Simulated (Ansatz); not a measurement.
Computed with Ansatz on PBE0-D4/def2-TZVP structures; ΔE is electronic, products minus reactants. CBS: MP2 limit from def2 TZ/QZ plus the TZ coupled-cluster correction, frozen cores. DFT in def2-TZVPP. For Ge, Mg outer-core shells are correlated without core-valence functions, which leaves a few kJ/mol of doubt a bond. Scalar relativity is left out up to krypton. One conformer a species, not always the lowest.

Reaction (redistribution): `[SiH3][GeH2][CH2]S` + `C[O][Mg][O]C` → `C[O][Mg][O][SiH3]` + `[CH3][GeH2][CH2]S`

`[SiH3][GeH2][CH2]S`:

```xyz
12

Si   -0.768   -0.516    1.721
Ge   -0.196    1.012   -0.012
C     0.233   -0.020   -1.633
S     1.444   -1.319   -1.294
H    -1.615   -1.599    1.154
H    -1.539    0.187    2.782
H     0.447   -1.111    2.333
H     1.063    1.822    0.362
H    -1.333    2.013   -0.309
H     0.564    0.622   -2.450
H    -0.666   -0.543   -1.962
H     2.365   -0.548   -0.692
```

`C[O][Mg][O]C`:

```xyz
11

C     1.336   -2.186   -1.803
O     0.749   -1.225   -1.011
Mg    0.000    0.000    0.000
O    -0.749    1.226    1.010
C    -1.336    2.186    1.803
H     1.975   -1.740   -2.578
H     1.968   -2.868   -1.216
H     0.586   -2.804   -2.318
H    -2.432    2.170    1.718
H    -1.005    3.198    1.529
H    -1.092    2.043    2.865
```

`C[O][Mg][O][SiH3]`:

Cartesian coordinates in Å:
```
C 2.093 1.985 -1.537
O 1.209 1.150 -0.890
Mg 0.091 0.084 -0.064
O -1.052 -1.004 0.778
Si -2.088 -1.980 1.533
H 1.880 3.043 -1.326
H 3.131 1.796 -1.229
H 2.049 1.857 -2.627
H -2.805 -2.864 0.566
H -1.389 -2.862 2.513
H -3.119 -1.204 2.283
```

`[CH3][GeH2][CH2]S`:

Z-matrix (Å, degrees):
```
C
Ge 1 1.948
H 1 1.091 2 109.5
H 1 1.090 2 110.7 3 120.2
H 1 1.091 2 110.2 3 -119.6
C 2 1.966 1 109.8 3 53.5
H 2 1.544 1 110.7 3 -64.7
H 2 1.545 1 111.0 3 174.6
S 6 1.810 2 112.4 1 -61.6
H 6 1.092 2 108.8 1 54.6
H 6 1.091 2 111.7 1 173.2
H 9 1.343 6 97.4 2 -52.0
```

```json
{"level": "PBE", "ΔE (kJ/mol)": "-168.4"}
{"level": "HF/def2-QZVPP", "ΔE (kJ/mol)": "-209.3"}
```

Task: What does CCSD(T)/CBS give? (An estimate is asked.)

Result: Computed: -199.2 kJ/mol. The listed levels differ from it by 30.8, -10.1 kJ/mol.

Largest T1 diagnostic among the species: 0.011.

From PBE to PBE0 (25 % exact exchange), in def2-TZVPP and without D4, ΔE moves by −9.3 kJ/mol.
